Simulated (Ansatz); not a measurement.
Mn(NH2)2 (MnN₂H₄). The state is a sextet with charge 0. Geometry r2SCAN-D4/def2-TZVP.

```xyz
7

Mn   -0.001   -0.003    0.001
N     0.425    0.330    1.805
H    -0.230    0.363    2.575
H     1.349    0.506    2.176
N    -0.426   -0.330   -1.805
H    -0.458   -1.234   -2.256
H    -0.659    0.370   -2.496
```

(1) Estimate the α-spin orbital energies around the gap (eV) in Ansatz with HF/def2-TZVP, PBE-D4/def2-SVP, r2SCAN-D4/def2-TZVP, PBE0-D4/def2-SVP, PBE0-D4/def2-TZVPD.

Answers

(1) 
```
orbital  HF/def2-TZVP  PBE-D4/def2-SVP  r2SCAN-D4/def2-TZVP  PBE0-D4/def2-SVP  PBE0-D4/def2-TZVPD
 HOMO−5        -15.45            -6.40                -7.58             -9.21               -9.69
 HOMO−4        -15.45            -6.24                -7.57             -9.20               -9.69
 HOMO−3        -12.46            -6.23                -7.57             -8.64               -9.24
 HOMO−2        -11.68            -5.20                -6.10             -7.12               -7.58
 HOMO−1         -9.33            -3.95                -4.83             -5.55               -6.18
   HOMO         -9.33            -3.95                -4.83             -5.55               -6.17
   LUMO          1.95            -0.32                -0.18              0.23               -0.22
 LUMO+1          4.42             1.35                 1.15              2.11                0.15
 LUMO+2          5.00             1.36                 1.15              2.11                0.15
 LUMO+3          5.00             1.82                 1.82              2.83                0.51
 LUMO+4          5.63             3.27                 3.43              4.10                2.25
 LUMO+5          6.19             3.60                 3.74              4.68                2.56
 β HOMO         -9.75            -4.75                -5.48             -6.03               -6.69
 β LUMO          1.28            -2.43                -1.96             -1.30               -1.69
```
